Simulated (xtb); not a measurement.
sodium chloride (ClNa), singlet, geometry from GFN2-xTB (such geometries of metal compounds can be far from the true shape); xtb with GFN1-xTB.

Input for xtb:
```
$ xtb mol.xyz --gfn 1 --hess --json

# file mol.xyz
2

Na    -0.00000000    -0.00000000    -1.36328114
Cl     0.00000000     0.00000000     0.88212309
```

Output, abridged:

```
   ID    Z sym.   atoms
    1   11 Na     1
    2   17 Cl     2

           -------------------------------------------------
          |                Calculation Setup                |
           -------------------------------------------------

           -------------------------------------------------
          |                 G F N 1 - x T B                 |
           -------------------------------------------------

          ...................................................
          :                      SETUP                      :
          :.................................................:
          :  # basis functions                  14          :
          :  # atomic orbitals                  13          :
          :  # shells                            5          :
          :  # electrons                         8          :
          :  # halogen bonds                     0          :
          :  max. iterations                   250          :
          :  Hamiltonian                  GFN1-xTB          :
          :  restarted?                      false          :
          :  GBSA solvation                  false          :
          :  PC potential                    false          :
          :  electronic temp.          300.0000000     K    :
          :  accuracy                    1.0000000          :
          :  -> integral cutoff          0.2500000E+02      :
          :  -> integral neglect         0.1000000E-07      :
          :  -> SCF convergence          0.1000000E-05 Eh   :
          :  -> wf. convergence          0.2000000E-04 e    :
          :  Broyden damping             0.4000000          :
          :  net charge                          0          :
          :  unpaired electrons                  0          :
          ...................................................

 iter      E             dE          RMSdq      gap      omega  full diag
   1     -4.6096646 -0.460966E+01  0.423E+00    6.18       0.0  T
   2     -4.6096764 -0.117262E-04  0.252E+00    6.14       1.0  T
   3     -4.6096829 -0.651855E-05  0.613E-03    6.07      11.5  T
   4     -4.6096829 -0.141648E-09  0.357E-03    6.07      19.8  T
   5     -4.6096829 -0.301235E-10  0.810E-05    6.07     873.3  T
   6     -4.6096829 -0.482903E-11  0.139E-06    6.07   50980.8  T

   *** convergence criteria satisfied after 6 iterations ***

         :::::::::::::::::::::::::::::::::::::::::::::::::::::
[...]
         :: total energy              -4.602802601768 Eh    ::
[...]
          :  imag. cutoff                  -20.0000000 cm⁻¹ :
          :.................................................:

    mode    ω/cm⁻¹     T·S(HO)/kcal·mol⁻¹    T·S(FR)/kcal·mol⁻¹   T·S(vib)
   ------------------------------------------------------------------------
   ------------------------------------------------------------------------

   temp. (K)  partition function   enthalpy   heat capacity  entropy
                                   cal/mol     cal/K/mol   cal/K/mol   J/K/mol
 298.15  VIB   1.19                  204.458      1.505      1.026
         ROT   864.                  592.502      1.987     15.425
         INT  0.103E+04              796.959      3.493     16.451
         TR   0.432E+27             1481.254      4.968     38.100
         TOT                        2278.2133     8.4608    54.5504   228.2391

       T/K    H(0)-H(T)+PV         H(T)/Eh          T*S/Eh         G(T)/Eh
   ------------------------------------------------------------------------
    298.15    0.363056E-02    0.450411E-02    0.259187E-01   -0.214146E-01
   ------------------------------------------------------------------------

         :::::::::::::::::::::::::::::::::::::::::::::::::::::
         ::                  THERMODYNAMIC                  ::
         :::::::::::::::::::::::::::::::::::::::::::::::::::::
         :: total free energy          -4.624217164682 Eh   ::
         ::.................................................::
         :: total energy               -4.602802601768 Eh   ::
         :: zero point energy           0.000873550874 Eh   ::
         :: G(RRHO) w/o ZPVE           -0.022288113787 Eh   ::
         :: G(RRHO) contrib.           -0.021414562914 Eh   ::
         :::::::::::::::::::::::::::::::::::::::::::::::::::::

           -------------------------------------------------
          | TOTAL ENERGY               -4.602802601768 Eh   |
          | TOTAL ENTHALPY             -4.598298486925 Eh   |
          | TOTAL FREE ENERGY          -4.624217164682 Eh   |
          | GRADIENT NORM               0.006484345407 Eh/α |
          | HOMO-LUMO GAP               6.073993425746 eV   |
           -------------------------------------------------
########################################################################
[WARNING] Runtime exception occurred
-1- hessian_numhess: Hessian on incompletely optimized geometry!
########################################################################

normal termination of xtb
```
